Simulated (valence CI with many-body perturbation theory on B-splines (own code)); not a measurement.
Forbidden lines of Lu LXV

Level of theory: configuration interaction combined with many-body perturbation theory (CI+MBPT): five valence electrons over a frozen Dirac-Fock core [He], radial functions for each j: 11 s, 11 p, 10 d, 8 f, 5 g, 2 h, with the one-electron correlation potential Σ1, the two-electron term Σ2, the three-electron term Σ3, Breit, model QED; selected CI, second order for the rest, scaled by the run's own slope (own B-spline code, finite nucleus).

The last digits are not significant, and no measured levels were compared; by estimate large intervals hold to a few tenths of a per cent, small ones and those within an open d or f shell to about a per cent. Among the levels kept, up to 7400 cm⁻¹ of a level comes from second order outside the variational space, and about a tenth of that is noise between levels of different J, which matters for small intervals.

Lines 1 to 50 of 107 in falling wavelength, among levels below 93828 × 10³ cm⁻¹, chosen from the decays that carry over 1 % of a level's rate. Wavelengths and rates use the calculated energies. Electric multipoles are in the length gauge, E1 and E2 with the static RPA response of the core. Weak lines are less certain than strong ones. Lines between different terms over intervals too small for the method are left out, as are lines whose strength nearly cancels.

Levels are named by their leading jj configuration (3d3/2^4 stands for four electrons in 3d with j = 3/2), which in mixed levels can hold well under half, so a name can repeat and another be missing. Letters in brackets count levels of one name in rising energy.

```csv
λ vac (Å),Upper,Lower,Type,A (s⁻¹),Branch %
10.84,(2s^2 2p1/2 2p3/2^2) J=3/2,(2s^2 2p1/2^2 2p3/2) J=3/2,M1,1.41e+10,99.9
10.81,(2s^2 2p3/2^3) J=3/2,(2s^2 2p1/2 2p3/2^2) J=1/2,M1,3.49e+09,7.0
10.73,(2s^2 2p3/2^2 3d5/2) J=9/2,(2s^2 2p1/2 2p3/2 3d5/2) J=7/2 [b],M1,3.41e+09,1.8
10.62,(2s^2 2p1/2 2p3/2^2) J=5/2,(2s^2 2p1/2^2 2p3/2) J=3/2,M1,2.34e+09,97.0
10.62,(2s^2 2p1/2 2p3/2^2) J=5/2,(2s^2 2p1/2^2 2p3/2) J=3/2,E2,7.19e+07,3.0
10.51,(2s^2 2p3/2^2 3d5/2) J=9/2,(2s^2 2p1/2 2p3/2 3d5/2) J=9/2,M1,6.12e+09,3.2
10.37,(2s^2 2p3/2^3) J=3/2,(2s^2 2p1/2 2p3/2^2) J=5/2,M1,3.92e+09,7.9
10.33,(2s^2 2p3/2^2 3d5/2) J=9/2,(2s^2 2p1/2 2p3/2 3d5/2) J=7/2 [a],M1,5.33e+09,2.8
10.20,(2s^2 2p1/2 2p3/2^2) J=1/2,(2s^2 2p1/2^2 2p3/2) J=3/2,M1,7.91e+09,99.2
10.18,(2s^2 2p3/2^3) J=3/2,(2s^2 2p1/2 2p3/2^2) J=3/2,M1,1.57e+10,31.5
1.522,(2s^2 2p1/2 2p3/2 3p1/2) J=3/2 [a],(2s^2 2p1/2 2p3/2^2) J=1/2,E2,2.15e+11,12.6
1.520,(2s^2 2p1/2 2p3/2 3p1/2) J=5/2,(2s^2 2p1/2 2p3/2^2) J=1/2,E2,4.08e+11,18.2
1.514,(2s^2 2p1/2 2p3/2 3p1/2) J=1/2,(2s^2 2p1/2 2p3/2^2) J=5/2,E2,4.44e+11,29.7
1.513,(2s^2 2p1/2 2p3/2 3p1/2) J=3/2 [a],(2s^2 2p1/2 2p3/2^2) J=5/2,M1,2.01e+10,1.2
1.513,(2s^2 2p1/2 2p3/2 3p1/2) J=3/2 [b],(2s^2 2p1/2 2p3/2^2) J=1/2,E2,1.89e+11,4.9
1.513,(2s^2 2p1/2^2 3p1/2) J=1/2,(2s^2 2p1/2^2 2p3/2) J=3/2,E2,2.13e+12,92.6
1.513,(2s^2 2p1/2^2 3p1/2) J=1/2,(2s^2 2p1/2^2 2p3/2) J=3/2,M1,3.39e+10,1.5
1.511,(2s^2 2p1/2 2p3/2 3p1/2) J=5/2,(2s^2 2p1/2 2p3/2^2) J=5/2,E2,1.21e+12,54.0
1.510,(2s^2 2p1/2 2p3/2 3p1/2) J=1/2,(2s^2 2p1/2 2p3/2^2) J=3/2,E2,6.65e+11,44.5
1.510,(2s^2 2p1/2 2p3/2 3p1/2) J=1/2,(2s^2 2p1/2 2p3/2^2) J=3/2,M1,2.92e+10,2.0
1.510,(2s^2 2p3/2^2 3p1/2) J=3/2,(2s^2 2p3/2^3) J=3/2,E2,4.33e+11,10.7
1.510,(2s^2 2p3/2^2 3p1/2) J=5/2,(2s^2 2p3/2^3) J=3/2,E2,1.48e+12,46.1
1.509,(2s^2 2p1/2 2p3/2 3p1/2) J=3/2 [a],(2s^2 2p1/2 2p3/2^2) J=3/2,E2,1.30e+12,76.3
1.507,(2s^2 2p1/2 2p3/2 3p1/2) J=5/2,(2s^2 2p1/2 2p3/2^2) J=3/2,E2,3.01e+11,13.5
1.504,(2s^2 2p1/2 2p3/2 3p1/2) J=3/2 [b],(2s^2 2p1/2 2p3/2^2) J=5/2,E2,1.19e+12,30.6
1.500,(2s^2 2p1/2 2p3/2 3p1/2) J=3/2 [b],(2s^2 2p1/2 2p3/2^2) J=3/2,E2,8.24e+10,2.1
1.499,(2s^2 2p3/2^2 3p1/2) J=1/2,(2s^2 2p3/2^3) J=3/2,E2,1.14e+12,35.6
1.476,(2s^2 2p3/2^2 3d5/2) J=9/2,(2s 2p1/2 2p3/2^3) J=5/2,E2,7.35e+09,3.8
1.462,(2s 2p1/2 2p3/2^2 3p3/2) J=7/2 [a],(2s 2p1/2 2p3/2^3) J=3/2 [a],E2,3.07e+11,1.1
1.461,(2s 2p1/2 2p3/2^2 3p3/2) J=9/2,(2s 2p1/2 2p3/2^3) J=5/2,E2,3.70e+11,8.9
1.460,(2s^2 2p1/2 2p3/2 3p3/2) J=3/2 [a],(2s^2 2p1/2 2p3/2^2) J=1/2,E2,5.19e+10,1.5
1.456,(2s 2p1/2^2 2p3/2 3p3/2) J=7/2,(2s 2p1/2^2 2p3/2^2) J=5/2,E2,7.06e+11,8.1
1.455,(2s^2 2p1/2 2p3/2 3p3/2) J=3/2 [b],(2s^2 2p1/2 2p3/2^2) J=1/2,E2,3.75e+11,7.7
1.454,(2s^2 2p1/2 2p3/2 3p3/2) J=5/2 [b],(2s^2 2p1/2 2p3/2^2) J=1/2,E2,4.24e+11,13.6
1.454,(2s 2p1/2^2 2p3/2 3p3/2) J=1/2 [b],(2s 2p1/2^2 2p3/2^2) J=3/2,E2,1.26e+12,5.8
1.453,(2s^2 2p1/2 2p3/2 3p3/2) J=5/2 [a],(2s^2 2p1/2 2p3/2^2) J=5/2,E2,1.67e+11,4.3
1.453,(2s^2 2p3/2^2 3p3/2) J=7/2,(2s^2 2p3/2^3) J=3/2,E2,4.04e+11,5.6
1.452,(2s^2 2p3/2^2 3p3/2) J=5/2,(2s^2 2p3/2^3) J=3/2,E2,4.46e+11,3.8
1.452,(2s^2 2p1/2 2p3/2 3p3/2) J=1/2 [a],(2s^2 2p1/2 2p3/2^2) J=5/2,E2,1.34e+11,1.1
1.452,(2s^2 2p3/2^2 3p3/2) J=1/2,(2s^2 2p3/2^3) J=3/2,E2,3.63e+11,1.9
1.452,(2s^2 2p1/2 2p3/2 3p3/2) J=3/2 [a],(2s^2 2p1/2 2p3/2^2) J=5/2,E2,4.98e+11,14.1
1.451,(2s^2 2p1/2 2p3/2 3p3/2) J=7/2,(2s^2 2p1/2 2p3/2^2) J=5/2,E2,7.46e+11,25.6
1.450,(2s^2 2p1/2^2 3p3/2) J=3/2,(2s^2 2p1/2^2 2p3/2) J=3/2,E2,1.06e+12,45.0
1.449,(2s^2 2p1/2 2p3/2 3p3/2) J=5/2 [a],(2s^2 2p1/2 2p3/2^2) J=3/2,E2,6.39e+11,16.6
1.448,(2s^2 2p1/2 2p3/2 3p3/2) J=1/2 [a],(2s^2 2p1/2 2p3/2^2) J=3/2,E2,7.42e+11,6.3
1.448,(2s^2 2p1/2 2p3/2 3p3/2) J=3/2 [a],(2s^2 2p1/2 2p3/2^2) J=3/2,E2,2.35e+11,6.7
1.447,(2s^2 2p1/2 2p3/2 3p3/2) J=3/2 [b],(2s^2 2p1/2 2p3/2^2) J=5/2,E2,8.15e+10,1.7
1.447,(2s 2p1/2 2p3/2^2 3p3/2) J=1/2 [b],(2s 2p1/2 2p3/2^3) J=5/2,E2,2.58e+11,1.2
1.447,(2s^2 2p1/2 2p3/2 3p3/2) J=7/2,(2s^2 2p1/2 2p3/2^2) J=3/2,E2,8.52e+10,2.9
1.444,(2s^2 2p3/2^2 3p3/2) J=3/2 [a],(2s^2 2p3/2^3) J=3/2,E2,1.40e+12,12.7
```
